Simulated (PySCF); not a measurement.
Mn: interval between two levels

Mn [Ar] 3d5 4s2 [6S5/2, M_J = 5/2] → Mn [Ar] 3d5 4s1 4p1 [8P9/2, M_J = 9/2], as a difference of total energies. Calculation: PySCF 2.14, in x2c-TZVPall-2c with one added diffuse shell each of s, p, d type (7s8p5d1f, 63 functions); the two-component X2C-1e Hamiltonian. Correlated levels: [Ne] frozen; the 6 highest virtual spinors dropped. "Screened" scales the spin-orbit matrix elements by Boettger's factors to mimic the two-electron term; Breit and QED terms are absent.

| method | interval between two levels (cm⁻¹) |
| --- | --- |
| GHF (spin-free) | 9381.5 |
| GMP2 (spin-free) | 15483 |
| GHF (screened spin-orbit) | 9506.9 |
| GMP2 (screened spin-orbit) | 15623 |

Errors of the correlated levels include the incompleteness of this basis and the frozen core.

The labels give the starting determinants; with spin-orbit coupling the two ends relaxed to ⟨J²⟩ = 8.77, ⟨L²⟩ = 0.00, ⟨S²⟩ = 8.77 and ⟨J²⟩ = 24.76, ⟨L²⟩ = 2.01, ⟨S²⟩ = 15.75.

For comparison: 18705 cm⁻¹ (measured; NIST Handbook of Basic Atomic Spectroscopic Data (Sansonetti and Martin, J. Phys. Chem. Ref. Data 34, 1559 (2005))).
